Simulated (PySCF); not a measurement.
# Hartree-Fock beside MP2: BH3O3

These are calculations, not measurements. The program is PySCF 2.14.0, an open-source quantum chemistry code, run on an isolated molecule that a program drew, which may never have been made. The molecule is BH3O3 (charge 0, singlet), drawn as the SMILES string `OB(O)O`.

The geometry was optimised and harmonic frequencies were computed with HF and MP2, all in the cc-pVDZ basis, for the commonest isotopes, with a restricted reference for singlets and an unrestricted one otherwise, and a frozen core in MP2. Each result is a local minimum of its method.

Geometry at the HF minimum:
```xyz
7
BH3O3, angstrom
O     0.4436   -0.2360    1.1497
B    -0.2375   -1.3415    1.5511
O    -0.5789   -1.4920    2.8581
O    -0.5772   -2.2965    0.6457
H     0.6238    0.3565    1.8639
H    -1.0487   -2.2965    3.0183
H    -0.2883   -2.0843   -0.2290
```

Lengths of the bonds as drawn, in Å (atoms numbered as above):
```
 bond     HF    MP2
O1-B2  1.359  1.378
B2-O3  1.359  1.378
B2-O4  1.359  1.378
O1-H5  0.945  0.966
O3-H6  0.945  0.966
O4-H7  0.945  0.966
```

Rotational constants, in GHz:
```
constant,HF,MP2
A,10.12,9.883
B,10.12,9.882
C,5.059,4.941
```

Harmonic frequencies in cm^-1, each column in rising order, so a row needn't be the same motion in every method:
```
rank    HF   MP2
   1   467   440
   2   467   440
   3   483   441
   4   561   536
   5   562   536
   6   748     ?
   7   917   872
   8  1106  1050
   9  1106  1051
  10  1114  1056
  11  1545  1481
  12  1545  1482
  13  4174  3893
  14  4174  3893
  15  4176  3893
```

**Estimate the missing MP2 frequency from the HF column.**

A single factor s that minimises the squared misfit of MP2 against s times HF over the other rows is sum(HF x MP2) / sum(HF^2) = 0.9360, with an rms misfit of 18 cm^-1. For rank 6 it gives 0.9360 x 748 = 700 cm^-1. The calculation gives 688 cm^-1, 12 cm^-1 below the estimate. The drawn bonds are on average 1.8 % longer in MP2 than in HF.
